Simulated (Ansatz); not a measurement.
One geometry of the cluster Ru₃H₃⁺, several levels of theory.

```yaml
crystal:
  periodic: [false, false, false]
  atoms:
    - {symbol: Ru, position_ang: [-0.455995, 1.275415, -0.319166]}
    - {symbol: Ru, position_ang: [0.132917, -0.669691, 1.212622]}
    - {symbol: Ru, position_ang: [1.616944, 0.610971, 0.154309]}
    - {symbol: H, position_ang: [-1.279620, 0.022879, 0.521262]}
    - {symbol: H, position_ang: [0.279490, -1.569077, -0.037026]}
    - {symbol: H, position_ang: [-0.293736, 0.329504, -1.532011]}
basis:
  gaussian: {orbitals: def2-TZVP, initial_orbitals: start.molden}
total_charge: 1
hamiltonian: {xc: pbe, dispersion: d4}
scf: {omitted_lower_state_checks: [starts]}
output: {forces: true, orbitals: {seedname: orbitals}}
```

The file start.molden holds the orbitals of an earlier run on this structure, at another level or in another basis.

```sh
$ ansatz run in.yaml --threads 4 --pin off --events-out ev --progress --plain --max-ram 3916MiB
```

It prints (some lines left out):

```
Functional definition: PBE
1194 factors; their error is unknown
mean field evaluation 1: about -7789.4906 eV, gradient 6.8e0 eV
mean field evaluation 2: about -7789.7695 eV, gradient 8.3e-1 eV
mean field evaluation 4: about -7789.7820 eV, gradient 7.8e-3 eV
mean field evaluation 8: about -7789.7691 eV, gradient 2.7e-5 eV
mean field -7789.76910850 eV, -286.2687346421 hartree, gradient 2.7e-5 eV, S^2 0.000000; 0 other end points of the search recorded, 0 dependent functions left out
reference -7789.76917050 eV, -286.2687369208 hartree; 25, 25 occupied and 113, 113 virtual orbitals, 1194 factors
Total energy: -7790.00806053 eV, -286.2775159675 hartree
Atom 0 at    -0.455995     1.275415    -0.319166 Å, force    -0.084740     0.070968     0.188348 eV/Å
Atom 1 at     0.132917    -0.669691     1.212622 Å, force    -0.103588     0.130660     0.141127 eV/Å
Atom 2 at     1.616944     0.610971     0.154309 Å, force     0.885693     0.255873    -0.015988 eV/Å
Atom 3 at    -1.279620     0.022879     0.521262 Å, force    -0.643000    -0.093260     0.128216 eV/Å
Atom 4 at     0.279490    -1.569077    -0.037026 Å, force    -0.008383    -0.243099    -0.172719 eV/Å
Atom 5 at    -0.293736     0.329504    -1.532011 Å, force    -0.045983    -0.121143    -0.268984 eV/Å
Dipole moment:     0.113476     0.169682     0.171919 e Å
Checks for a lower state left out: starts
```

It took 2.5 s on 4 threads of Arm Neoverse V1 on a shared host.

The first input with `hamiltonian: {xc: pbe0, dispersion: d4}`, `output: {orbitals: {seedname: orbitals}}` (abridged; 3.9 s):

```
Functional definition: PBE0
mean field -7784.42197802 eV, -286.0722312214 hartree, gradient 4.8e-5 eV, S^2 0.000000
Total energy: -7784.62243726 eV, -286.0795979628 hartree
Checks for a lower state left out: starts
```

As the first input, with `hamiltonian: {xc: {name: BLYP}, dispersion: d4}`, `output: {orbitals: {seedname: orbitals}}` (abridged; 2.6 s):

```
Functional definition: BLYP
mean field -7785.60129500 eV, -286.1155703211 hartree, gradient 1.6e-5 eV, S^2 0.000000
Total energy: -7786.11088944 eV, -286.1342975716 hartree
Checks for a lower state left out: starts
```

As the first input, with `hamiltonian: {xc: {name: r2SCANh}, dispersion: d4}`, `output: {orbitals: {seedname: orbitals}}` (abridged; 5.5 s):

```
Functional definition: r2SCANh
mean field -7787.47919880 eV, -286.1845820130 hartree, gradient 1.9e-5 eV, S^2 0.000000
Total energy: -7787.53047491 eV, -286.1864663752 hartree
Checks for a lower state left out: starts
```

As the first input, with `correlation: {method: ccsd_t}`, `output: {orbitals: {seedname: orbitals}}` and without the key `hamiltonian` (abridged; 2.6 min):

```
Functional definition: HF
mean field evaluation 16: about -7704.5347 eV, gradient 3.9e1 eV
mean field evaluation 32: about -7712.5490 eV, gradient 5.5e0 eV
mean field evaluation 64: about -7713.5541 eV, gradient 1.1e-1 eV
mean field evaluation 96: about -7712.8531 eV, gradient 8.3e0 eV
mean field evaluation 128: about -7713.5407 eV, gradient 8.1e0 eV
mean field evaluation 160: about -7714.2504 eV, gradient 1.5e0 eV
mean field evaluation 192: about -7712.9257 eV, gradient 6.8e0 eV
mean field -7715.90234976 eV, -283.5541813272 hartree, gradient 5.0e-6 eV, S^2 0.000000; 1 other end points of the search recorded, 0 dependent functions left out; unrestricted orbitals would lower it
mean field evaluation 224: about -7718.5924 eV, gradient 4.8e0 eV
mean field evaluation 256: about -7703.9025 eV, gradient 5.1e1 eV
mean field evaluation 288: about -7719.2538 eV, gradient 7.5e0 eV
determinant -7715.90234976 eV, -283.5541813272 hartree, with singles and doubles -7755.97053382 eV, -285.0266599323 hartree
determinant -7713.55414919 eV, -283.4678865479 hartree, with singles and doubles -7753.61786896 eV, -284.9402010934 hartree
[...]
cycle  23  -40.70140003 eV  change   -6.7e-5 eV  update   2.6e-4
cycle  24  -40.70146692 eV  change   -6.7e-5 eV  update   1.9e-4
cycle  25  -40.70179471 eV  change   -3.3e-4 eV  update   1.5e-4
cycle  26  -40.70177447 eV  change    2.0e-5 eV  update   1.1e-4
cycle  27  -40.70186388 eV  change   -8.9e-5 eV  update   7.8e-5
cycle  28  -40.70179403 eV  change    7.0e-5 eV  update   5.5e-5
cycle  29  -40.70169297 eV  change    1.0e-4 eV  update   3.7e-5
cycle  30  -40.70166079 eV  change    3.2e-5 eV  update   2.7e-5
cycle  31  -40.70160861 eV  change    5.2e-5 eV  update   2.0e-5
cycle  32  -40.70155042 eV  change    5.8e-5 eV  update   1.6e-5
cycle  33  -40.70152751 eV  change    2.3e-5 eV  update   1.2e-5
cycle  34  -40.70149678 eV  change    3.1e-5 eV  update   8.9e-6
perturbative correction -3.37795805 eV, -0.1241376687 hartree
WARN: the results are in doubt because among natural orbitals the method converges to other amplitudes
Total energy: -7759.98180459 eV, -285.1740714139 hartree
In doubt: among natural orbitals the method converges to other amplitudes
Checks for a lower state left out: starts
```

First input, but with `hamiltonian: {xc: r2scan, dispersion: d4}`, `output: {orbitals: {seedname: orbitals}}` (abridged; 4.5 s):

```
Functional definition: r2SCAN
mean field -7789.99946042 eV, -286.2771999190 hartree, gradient 2.1e-5 eV, S^2 0.000000
Total energy: -7790.04493041 eV, -286.2788709106 hartree
Checks for a lower state left out: starts
```

Geometry: PBE0-D4/def2-TZVP.

In the def2 sets Ru takes a core potential; there is no spin–orbit coupling. Correlated methods freeze no core orbitals; core or outer-core shells of Ru are correlated, in sets that lack core-valence functions. The restricted singlet is unstable towards broken spin symmetry in Hartree–Fock (as tested in another run); at PBE-D4/def2-TZVP, PBE0-D4/def2-TZVP, BLYP-D4/def2-TZVP, r2SCANh-D4/def2-TZVP and others this wasn't settled. At CCSD(T)/def2-TZVP the program marks the result for the charge 1 singlet as doubtful (other amplitudes). At CCSD(T)/def2-TZVP T1 of the charge 1 singlet is large (up to 0.148), so the single-reference result is doubtful. At CCSD(T)/def2-TZVP the restricted singlet (for correlated methods, its reference) is unstable: a solution with broken spin symmetry lies lower. No other spin state of charge 1 was run. Another isomer (quintet) lies 1.39 eV lower at PBE0-D4/def2-TZVP; other spin states weren't run for this one.
